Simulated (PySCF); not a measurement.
A calculated (r2SCAN, PySCF 2.14, aug-cc-pVDZ-DK, the spin-free X2C one-electron Hamiltonian (Gaussian nucleus)) atom or ion has these occupied shells.

| shell | electrons | orbital energy (eV) | rms radius, mean of both spins (bohr) |
| --- | --- | --- | --- |
| 1s α | 1 | -8895.7 | 0.0602 |
| 1s β | 1 | -8895.7 | 0.0602 |
| 2s α | 1 | -1098.2 | 0.255 |
| 2s β | 1 | -1097.4 | 0.255 |
| 2p α | 3 | -949.66 | 0.228 |
| 2p β | 3 | -949.05 | 0.228 |
| 3s α | 1 | -144.76 | 0.763 |
| 3s β | 1 | -142.91 | 0.763 |
| 3p α | 3 | -100.55 | 0.810 |
| 3p β | 3 | -98.802 | 0.810 |
| 3d α | 5 | -30.309 | 1.05 |
| 3d β | 4 | -29.148 | 1.05 |

Name the element and its charge.

Cu²⁺ (copper, charge +2), in [Ar] 3d9, 2D determinant.
